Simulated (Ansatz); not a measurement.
Total energies of C$_{2}$H$_{9}$FSi$_{2}$ (`F[SiH2]CC[SiH3]`).

```xyz
14

F     1.310    1.632    1.663
Si    1.522    1.166    0.142
C    -0.146    0.919   -0.650
C    -1.122    0.008    0.107
Si   -0.653   -1.812    0.187
H     2.275    2.238   -0.558
H     2.330   -0.078    0.173
H     0.033    0.540   -1.664
H    -0.585    1.915   -0.782
H    -1.260    0.366    1.133
H    -2.112    0.055   -0.360
H    -0.365   -2.322   -1.182
H    -1.780   -2.593    0.764
H     0.553   -2.033    1.028
```

Charge 0, multiplicity 1. The structure was optimised at the PBE0-D4/def2-TZVP level. It is one conformer, not always the lowest. Basis def2-TZVPP, Ansatz.

RPA on PBE orbitals: Hartree–Fock energy of these orbitals -758.37815 Eh, correlation -1.47119 Eh (frozen core).

```tsv
functional	energy without D4 (Eh)	D4 term (kJ/mol)
LDA (SPW92)	-756.85430	–
PBE	-760.08460	-30.6
revPBE	-760.41904	-90.7
BLYP	-760.53406	-66.7
r2SCAN	-760.46264	-7.8
B97M-V	-760.42863	–
PBE0	-760.16505	-26.1
B3LYP	-760.66241	-49.2
r2SCANh	-760.45256	-8.3
r2SCAN0	-760.43865	-9.1
HSE06 (plane-wave form)	-760.14207	-24.4
BHLYP	-760.52541	-37.7
CAM-B3LYP	-760.55299	-26.6
LC-ωPBE	-760.33050	–
ωB97X-V	-760.46624	–
ωB97M-V	-760.48467	–
B2PLYP	-760.23523	–
PBE-QIDH	-759.97860	–
```

B3LYP takes the VWN-RPA correlation (the form of Gaussian; ORCA's B3LYP/G). HSE06 is the plane-wave form, built on full-range PBE exchange. The double hybrids freeze the cores in their second-order part.

LC-ωPBE has ω = 0.4 bohr⁻¹.
